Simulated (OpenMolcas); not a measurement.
# Cr4+: moving or changing the point charges

Cr4+ among 6 point charges of -2 e arranged as a tetragonal octahedron (D4h), 1.75 Å from the ion, with the axial distance 2.012 Å.

```json
{"Program": "OpenMolcas 26.06", "Method": "CASSCF", "Basis": "ANO-RCC-VDZP [5s4p2d1f]", "Scalar Hamiltonian": "DKH2, point nucleus", "Active space": "2 electrons in 5 orbitals (3d)", "State averaging": "2S+1 = 3 even, 10 roots; 2S+1 = 1 even, 15 roots", "Spin-orbit coupling": "RASSI with atomic mean-field integrals over the reference wave functions"}
```

Runs around this geometry, states (labels of D4, the rotations of D4h). Energies in cm-1 above the lowest state or level, χT in cm3 K/mol.

```json
{"R (Å)": "1.75", "q (e)": "-2", "Axial / equatorial distance": "1.06", "Ground state": "3A2", "First state of that spin": "3E 833.6", "First gap with spin-orbit (degeneracies)": "80.2 (1, 2)", "χT at 300 K": "0.689", "First state of another spin": "1B2 16964"}
{"R (Å)": "1.75", "q (e)": "-1", "Axial / equatorial distance": "1.15", "Ground state": "3A2", "First state of that spin": "3E 610.5", "First gap with spin-orbit (degeneracies)": "129.4 (1, 2)", "χT at 300 K": "0.601", "First state of another spin": "1B2 16533"}
{"R (Å)": "1.61", "q (e)": "-2", "Axial / equatorial distance": "1.15", "Ground state": "3A2", "First state of that spin": "3E 2345", "First gap with spin-orbit (degeneracies)": "47.0 (1, 2)", "χT at 300 K": "0.822", "First state of another spin": "1B2 16810"}
{"R (Å)": "1.75", "q (e)": "-2", "Axial / equatorial distance": "1.15", "Ground state": "3A2", "First state of that spin": "3E 1623", "First gap with spin-orbit (degeneracies)": "71.3 (1, 2)", "χT at 300 K": "0.746", "First state of another spin": "1B2 16796"}
{"R (Å)": "1.9", "q (e)": "-2", "Axial / equatorial distance": "1.15", "Ground state": "3A2", "First state of that spin": "3E 1124", "First gap with spin-orbit (degeneracies)": "101.4 (1, 2)", "χT at 300 K": "0.669", "First state of another spin": "1B2 16677"}
```

Taking the first state of the same spin as R^-n, n = -ln(1124 / 2345) / ln(1.9 / 1.61) = 4.4 between the shortest and longest distance.

Scaling the charges by -1 / -2 = 0.50 scales the first state of the same spin by 610.5 / 1623 = 0.38; with fixed orbitals a first-order splitting would follow the charge.

Without dynamic correlation the repulsion within the d shell is too large (B by tens of per cent), so at a given field states of lower spin stand too high. Point charges carry no covalency, so the field is a model and not that of real ligands. No measured value stands beside these numbers.
